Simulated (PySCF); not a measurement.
# What a mistake does to a calculation on Al2GeH3O

All numbers below are calculated, not measured. The program is PySCF 2.14.0, an open-source quantum chemistry code, run on an isolated molecule that a program drew, which may never have been made. The molecule is Al2GeH3O (charge 0, doublet), drawn as the SMILES string `[O]=[Al][GeH2][AlH]`.

Each row is a Hartree-Fock (HF) and frozen-core CCSD(T) single point in the cc-pV(D+d)Z basis, meant for a local HF minimum. Run 1 is clean. Each other run has one planted mistake out of seven kinds, and not every kind appears here: one electron removed, one electron added, multiplicity raised by two, geometry at a saddle point, minimal basis STO-3G, one bond length entered in bohr, all coordinates scaled. The reference is restricted for singlets and unrestricted otherwise, and also for a bond in bohr. Adding or removing an electron swaps singlet and doublet. Electrons count all cores. HOMO and LUMO are orbital energies over both spins, the gradient is its largest component, and the lowest frequency (negative if imaginary) is given only where the gradient is small. Bond lengths are over the 6 bonds as drawn. T1 is the CCSD diagnostic: over 0.02 (restricted) or 0.045 (unrestricted) a single reference is doubtful. Germanium has the cc-pVDZ-PP basis, with a core potential (ECP10MDF) in place of its 10 inner electrons, and its 3s, 3p and 3d shells are frozen in CCSD(T).

Geometry of the clean run:
```xyz
7
Al2GeH3O, angstrom
O    -0.1371    1.6312   -2.1547
Al   -0.7577    0.1849   -2.2157
Ge   -1.6016   -2.1519   -2.2351
Al   -0.3072   -3.7152   -0.7226
H    -3.0710   -2.0448   -1.7906
H    -1.6041   -2.5821   -3.7080
H    -0.1690   -3.2757    0.7973
```

| run | electrons | basis functions | <S^2> | HOMO (eV) | LUMO (eV) | gradient (hartree/bohr) | lowest frequency (cm^-1) | mean bond (Å) | longest bond (Å) | T1 | HF (hartree) | CCSD(T) (hartree) | mistake |
|---|---|---|---|---|---|---|---|---|---|---|---|---|---|
| 1 | 69 | 98 | 0.758 | -8.52 | -0.36 | 1.2e-05 | 59 | 1.8754 | 2.531 | 0.0302 | -853.78549 | -854.23081 | no fault |
| 2 | 69 | 98 | 3.778 | -6.88 | -3.01 | 3.4e-02 | - | 1.8754 | 2.531 | 0.0425 | -853.66585 | -854.10507 | multiplicity raised by two |
| 3 | 69 | 98 | 1.639 | -8.51 | -0.41 | 6.7e-03 | - | 2.1029 | 2.900 | 0.0456 | -853.69190 | -854.12229 | one bond length entered in bohr |
| 4 | 70 | 98 | 0.000 | -1.62 | 4.64 | 3.6e-02 | - | 1.8754 | 2.531 | 0.0288 | -853.81356 | -854.29075 | one electron added |
| 5 | 69 | 98 | 0.770 | -8.65 | -0.57 | 8.4e-02 | - | 2.0292 | 2.739 | 0.0359 | -853.75102 | -854.21196 | ? |

**Which mistake was planted in run 5, and what did it cost?**

The mean and the longest bond both change by the same factor, 1.082, and the gradient is no longer small. So the mistake is: all coordinates scaled. Subtracting run 1 and multiplying by 627.51 kcal/mol a hartree, the energy moved by 21.6 kcal/mol in HF and 11.8 kcal/mol in CCSD(T).

Cautions from the logs. Run 3: T1 is over the limit, so its CCSD(T) energy is less reliable; run 4: T1 is over the limit, so its CCSD(T) energy is less reliable.
